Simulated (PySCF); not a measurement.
# Correlation energy of Al (aluminium, neutral)

[Ne] 3s1 3p2, high-spin 4P determinant (an excited configuration). Calculation: PySCF 2.14, in def2-QZVPPD (10s6p5d2f1g, 76 functions); the non-relativistic Hamiltonian (point nucleus). Frozen: [Ne]; 3 electrons correlated.

```json
{"level": "CCSD", "correlation energy (mhartree)": "-14.78"}
{"level": "(T)", "correlation energy (mhartree)": "-0.16"}
{"level": "CCSD(T)", "correlation energy (mhartree)": "-14.94"}
```

Diagnostics: T1 = 0.0042, D1 = 0.0095, largest double amplitude 0.057.

Cost of the coupled-cluster step: roughly 8 core-seconds, for 3 correlated electrons.

Iterations:

```
CC2 = 0
CCSD nocc = (np.int64(3), np.int64(0)), nmo = (71, 71)
frozen orbitals [[0, 1, 2, 3, 4], [0, 1, 2, 3, 4]]
max_cycle = 100
direct = 0
conv_tol = 1e-08
conv_tol_normt = 1e-06
diis_space = 8
diis_start_cycle = 0
Init t2, MP2 energy = -0.00956660656366678
Init E_corr(UCCSD) = -0.00956660656825115
cycle = 1  E_corr(UCCSD) = -0.0127137177097923  dE = -0.00314711114  norm(t1,t2) = 0.0330043
cycle = 2  E_corr(UCCSD) = -0.0139093131161224  dE = -0.00119559541  norm(t1,t2) = 0.0141662
cycle = 3  E_corr(UCCSD) = -0.0147836087576441  dE = -0.000874295642  norm(t1,t2) = 0.0063931
cycle = 4  E_corr(UCCSD) = -0.0147739316881055  dE = 9.67706954e-06  norm(t1,t2) = 0.000637081
cycle = 5  E_corr(UCCSD) = -0.0147764466102731  dE = -2.51492217e-06  norm(t1,t2) = 9.31685e-05
cycle = 6  E_corr(UCCSD) = -0.0147753726518376  dE = 1.07395844e-06  norm(t1,t2) = 1.62463e-05
cycle = 7  E_corr(UCCSD) = -0.0147758793966904  dE = -5.06744853e-07  norm(t1,t2) = 3.3741e-06
cycle = 8  E_corr(UCCSD) = -0.0147757392909991  dE = 1.40105691e-07  norm(t1,t2) = 8.2366e-07
cycle = 9  E_corr(UCCSD) = -0.0147757588001534  dE = -1.95091543e-08  norm(t1,t2) = 2.329e-07
cycle = 10  E_corr(UCCSD) = -0.0147757717759816  dE = -1.29758282e-08  norm(t1,t2) = 9.31626e-08
cycle = 11  E_corr(UCCSD) = -0.0147757715122393  dE = 2.63742275e-10  norm(t1,t2) = 6.1912e-09
UCCSD converged
E(UCCSD) = -241.8077289036277  E_corr = -0.01477577151223931
UCCSD(T) correction = -0.000160757279375153
```
